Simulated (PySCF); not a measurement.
**Static response to an electric field**

Compound: C5H11NSi.
Geometry (GFN2-xTB, Å), atoms numbered from 1 in this order:
```xyz
18
C5H11NSi angstrom
C     -2.4444   -0.9307    0.1383
C     -1.4621   -0.8171   -0.7406
Si    -0.3945    0.7155   -0.9876
N     -1.0871    1.9869   -0.0478
C      1.3456    0.4643   -0.3089
C      2.1743   -0.6921   -0.7898
C      1.6521   -0.6874    0.6069
H     -2.7075   -0.1151    0.7914
H     -3.0268   -1.8337    0.2519
H     -1.2380   -1.6708   -1.3695
H     -0.3012    0.9755   -2.4419
H     -0.5442    2.8194    0.1133
H     -2.0483    2.2355   -0.2150
H      1.9050    1.3702   -0.1054
H      1.7332   -1.3773   -1.4980
H      3.2330   -0.5399   -0.9437
H      0.8506   -1.3670    0.8548
H      2.3515   -0.5300    1.4152
```

Level: CAM-B3LYP/def2-SVPD (PySCF), static field, nuclei fixed, core orbitals frozen in the response. The polarisability tensor in these axes (au):

```
x   99.68  0.08 -6.85
y    0.08 86.15 -2.07
z   -6.85 -2.07 83.34
```

Task: What are the eigenvalues, a third of the trace, and Δα (Δα² = ½Σ(αi − αj)² over the three pairs)?

Result: Principal values 80.23, 86.74 and 102.21 au; mean 89.72 au = 13.30 Å³ = 14.79 × 10⁻⁴⁰ C²·m²/J; Δα = 19.55 au (22 % of the mean).

Task: What is the dipole moment, and where does it point?

Result: (-0.13, 0.67, 0.09) D, 0.69 D in size, pointing from the negative to the positive side. Measured along this direction, the outermost atoms are H15 at the negative end and H12 at the positive end.

Task: How large is μ²/3kT at 400 K beside α?

Result: In Gaussian units μ²/3kT = 2.86 Å³ against 13.30 Å³, a ratio of 0.22; the Debye molar polarisation (4π/3)N_A(α + μ²/3kT) is 40.8 cm³/mol, leaving out the vibrational part.

Task: Find the Langevin capture rate constant for O2+ (31.990 u) meeting this molecule (113.066 u), k = 2.342 × 10⁻⁹ cm³/s × √(α in Å³ / reduced mass in u).

Result: The reduced mass is 24.93 u, so k = 1.71 × 10⁻⁹ cm³/s. The formula leaves out the permanent dipole, which adds to the capture rate.

Task: Give the principal axes and the span of the nuclei along them.

Result: Largest value along (0.94, 0.05, -0.35), where the nuclei span 6.34 Å; middle along (-0.15, 0.95, -0.27), 4.39 Å; least along (0.31, 0.31, 0.90), 3.98 Å. The response follows the extents in order.

Task: What molar refraction does this α imply?

Result: Lorentz–Lorenz: R = (4π/3)N_A α = 2.5225 cm³/(mol·Å³) × 13.30 Å³ = 33.5 cm³/mol, in the limit of long wavelengths.

Geometry: GFN2-xTB, one conformer, isolated molecule.
